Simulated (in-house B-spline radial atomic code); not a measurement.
## Ionising V⁷⁺ with different functionals

Computed with a B-spline radial code for spherical atoms: four-component Dirac-Coulomb Hamiltonian, Fermi nucleus of rms radius 3.6002 fm, spin-restricted, spherical fractional occupations for the functionals. The ionisation energy is the difference of two self-consistent energies, [Ne] 3s2 3p4 → [Ne] 3s2 3p3, without Breit or QED terms; ε is the level of the shell that loses the electron (mean over j). The electron is taken from both j subshells in proportion to 2j + 1, so the result is a j average, not the step between ground levels.

Hybrids are left out here: with spherical fractional occupations of an open shell their exact exchange keeps a self-interaction that integer-occupation calculations don't have.

```
           method  rung  ΔSCF (eV)  -ε(3p) (eV)
         LDA VWN5   LDA     176.65       164.30
 relativistic LDA   LDA     176.60       164.26
         LDA PW92   LDA     176.63       164.29
LDA exchange-only   LDA     174.66       162.32
              PBE   GGA     176.62       164.29
           PBEsol   GGA     176.50       164.17
             BLYP   GGA     176.50       164.16
             RPBE   GGA          ?            ?
             PW91   GGA          ?            ?
             BP86   GGA     176.74       164.40
             AM05   GGA     176.48       164.14
             OLYP   GGA     177.02       164.70
```

Q: What does PW91 give?

A: ΔSCF 176.77 eV, and -ε(3p) = 164.43 eV.

Q: What does RPBE give?

A: ΔSCF 176.60 eV, and -ε(3p) = 164.28 eV.

Q: How do they compare with the NIST value?

A: NIST lists 173.6 eV ± 0.21 (semi-empirical, ground level to ground level). Errors run from +1.11 to +3.47 eV. The correlated functionals all miss on the same side by more than they spread, so the cause is common to them (Breit-QED terms, spin polarisation, the choice among j levels, multiplet and fine-structure energies, or a listed next ion that isn't the cheapest removal here) and closeness doesn't rank the functionals.
